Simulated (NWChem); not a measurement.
System meant: NH$_{3}$SeS; SMILES N[Se]S

Input file for NWChem:

```
start job
memory heap 200 mb stack 900 mb global 1100 mb
geometry units angstroms noautoz
  Se     0.410748    -0.458325    -0.018320
  N     -1.241831    -1.324861    -0.026975
  H     -1.340214    -1.913504     0.795392
  H     -1.353691    -1.872693    -0.875374
  S     -0.190754     1.694793    -0.042013
  H     -0.335705     1.882108     1.291396
end
basis spherical
  Se library def2-svp
  N library def2-svp
  H library def2-svp
  S library def2-svp
end
dft
  xc pbe0
  iterations 4
  mulliken
end
task dft energy
```

End of the output:

```
    Atom       Charge   Shell Charges
 -----------   ------   -------------------------------------------------------
    1 Se  34    33.89   2.00  2.00  1.96  1.12  0.68  5.99  5.80  1.98  2.14  7.84  2.04  0.36
    2 N    7     7.23   1.97  0.75  0.48  2.19  1.80  0.03
    3 H    1     0.94   0.60  0.21  0.13
    4 H    1     0.94   0.60  0.21  0.13
    5 S   16    15.98   2.00  1.95  1.01  0.71  5.81  1.86  2.56  0.07
    6 H    1     1.02   0.62  0.32  0.08

 center of mass
 --------------
 x =   0.11341650 y =  -0.04500833 z =  -0.01930843

 moments of inertia (a.u.)
 ------------------
         524.768262536468           0.000000000000           0.000000000000
           0.000000000000         152.325313579331           0.000000000000
           0.000000000000           0.000000000000         654.671193127321

     Multipole analysis of the density
     ---------------------------------

     L   x y z        total         alpha         beta         nuclear
     -   - - -        -----         -----         ----         -------
     0   0 0 0     -0.000000    -30.000000    -30.000000     60.000000

     1   1 0 0     -0.070093     -0.035047     -0.035047     -0.000000
     1   0 1 0     -0.744690     -0.372345     -0.372345     -0.000000
     1   0 0 1      0.377134      0.188567      0.188567      0.000000

     2   2 0 0    -29.521836    -51.664630    -51.664630     73.807423
     2   1 1 0      1.328650     -4.872242     -4.872242     11.073133
     2   1 0 1     -0.379272      0.213471      0.213471     -0.806214
     2   0 2 0    -24.205955   -148.346144   -148.346144    272.486333
     2   0 1 1      1.700421     -1.319948     -1.319948      4.340317
     2   0 0 2    -26.919514    -18.953281    -18.953281     10.987048

 ------------------------------------------------------------------------
 dft energy failed                                                                                  0
 ------------------------------------------------------------------------
 ------------------------------------------------------------------------
  current input line :
    22: task dft energy
 ------------------------------------------------------------------------
 ------------------------------------------------------------------------
 This type of error is most commonly associated with calculations not reaching convergence criteria
 ------------------------------------------------------------------------
 For more information see the NWChem manual at https://nwchemgit.github.io

0:dft energy failed:Received an Error in Communication
```

Q: Can this run be used? If not, why, and what is the fix?

A: The run did not converge; its last values are not results. Cause: the SCF was allowed too few iterations. This input runs:
```
start job
memory heap 200 mb stack 900 mb global 1100 mb
geometry units angstroms noautoz
  Se     0.410748    -0.458325    -0.018320
  N     -1.241831    -1.324861    -0.026975
  H     -1.340214    -1.913504     0.795392
  H     -1.353691    -1.872693    -0.875374
  S     -0.190754     1.694793    -0.042013
  H     -0.335705     1.882108     1.291396
end
basis spherical
  * library def2-svp
end
dft
  xc pbe0
  iterations 150
  mulliken
end
task dft energy
```
It converges to -2855.34303 Ha (PBE0/def2-SVP).
